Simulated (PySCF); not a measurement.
Compound: C5H4F4O2.
SMILES with atom numbers: `[O:1]=[C:2]1[CH2:3][O:4][C@@H:5]1[C@@H:6]([F:7])[C:8]([F:9])([F:10])[F:11]` (hydrogens: H12, H13 on C3; H14 on C5; H15 on C6)

The same species was optimised twice, with GFN2-xTB and with PBE0-D3(BJ)/def2-SVP (PySCF), and the same property calculations (PySCF, gas phase) were run on both structures.

```tsv
coordinate	GFN2-xTB	PBE0-D3(BJ)/def2-SVP	change
C6–C8 (Å)	1.538	1.525	-0.013
C5–C6 (Å)	1.534	1.522	-0.012
C2–C3 (Å)	1.510	1.521	+0.011
C2–C5 (Å)	1.533	1.540	+0.007
O4–C5 (Å)	1.427	1.420	-0.007
C8–F10 (Å)	1.335	1.329	-0.006
C3–O4 (Å)	1.435	1.430	-0.005
C8–F11 (Å)	1.342	1.337	-0.005
C6–F7 (Å)	1.365	1.362	-0.003
C8–F9 (Å)	1.328	1.327	-0.001
O1=C2 (Å)	1.186	1.187	+0.001
C5–C6–C8 (°)	113.6	115.3	+1.7
C6–C8–F9 (°)	113.0	111.4	-1.6
C2–C5–C6 (°)	120.9	122.3	+1.4
F10–C8–F11 (°)	106.7	108.1	+1.4
C3–O4–C5 (°)	93.7	94.7	+1.0
C5–C6–F7 (°)	110.6	109.7	-0.9
F9–C8–F10 (°)	107.4	108.3	+0.9
F9–C8–F11 (°)	107.4	108.1	+0.7
O4–C5–C6–F7 (°)	149	161	+12
C5–C6–C8–F9 (°)	-72	-72	0
```

Rotational constants: A = 1681, B = 917.3, C = 865.9 MHz (GFN2-xTB) against A = 1696, B = 897.6, C = 875.3 MHz (PBE0-D3(BJ)/def2-SVP). Point groups within 0.08 Å: C1 and C1.

On the GFN2-xTB structure: HOMO (eV) -8.14 [PBE0/pcSseg-1]; LUMO (eV) -1.47 [PBE0/pcSseg-1]; dipole (D) 2.68 [PBE0/pcSseg-1]; GIAO shielding of O1 (ppm) -331.3 [PBE0/pcSseg-1]; GIAO shielding of C2 (ppm) -17.3 [PBE0/pcSseg-1]; GIAO shielding of C3 (ppm) 92.9 [PBE0/pcSseg-1]; GIAO shielding of O4 (ppm) 319.8 [PBE0/pcSseg-1]; GIAO shielding of C5 (ppm) 82.7 [PBE0/pcSseg-1]; GIAO shielding of C6 (ppm) 92.8 [PBE0/pcSseg-1]; GIAO shielding of F7 (ppm) 399.1 [PBE0/pcSseg-1]; GIAO shielding of C8 (ppm) 55.4 [PBE0/pcSseg-1].

Question: What do these properties become on the PBE0-D3(BJ)/def2-SVP structure?

Answer: 
```tsv
property	level	on GFN2-xTB	on PBE0-D3(BJ)/def2-SVP	change
HOMO (eV)	PBE0/pcSseg-1	-8.14	-8.09	+0.05
LUMO (eV)	PBE0/pcSseg-1	-1.47	-1.47	0.00
dipole (D)	PBE0/pcSseg-1	2.68	2.60	-0.08
energy, GFN2-xTB geometry as zero (kcal/mol)	PBE0/pcSseg-1	0.0	-0.8	-0.8
GIAO shielding of O1 (ppm)	PBE0/pcSseg-1	-331.3	-334.2	-2.9
GIAO shielding of C2 (ppm)	PBE0/pcSseg-1	-17.3	-18.2	-0.9
GIAO shielding of C3 (ppm)	PBE0/pcSseg-1	92.9	91.6	-1.3
GIAO shielding of O4 (ppm)	PBE0/pcSseg-1	319.8	318.5	-1.3
GIAO shielding of C5 (ppm)	PBE0/pcSseg-1	82.7	83.2	+0.5
GIAO shielding of C6 (ppm)	PBE0/pcSseg-1	92.8	95.6	+2.8
GIAO shielding of F7 (ppm)	PBE0/pcSseg-1	399.1	404.6	+5.5
GIAO shielding of C8 (ppm)	PBE0/pcSseg-1	55.4	56.9	+1.5
```

The heavy atoms differ by 0.149 Å rms after alignment. Among bonds between heavy atoms C5–C6 and C6–C8 change most and about equally (-0.013 to -0.012 Å). Changes are differences of the printed values. Neither structure is proved a minimum here.

Shape of the structure used: `[O:1]=[C:2]1[CH2:3][O:4][C@@H:5]1[C@@H:6]([F:7])[C:8]([F:9])([F:10])[F:11]`: O4–C5–C6–F7 161°, C5–C6–C8–F9 -72°.
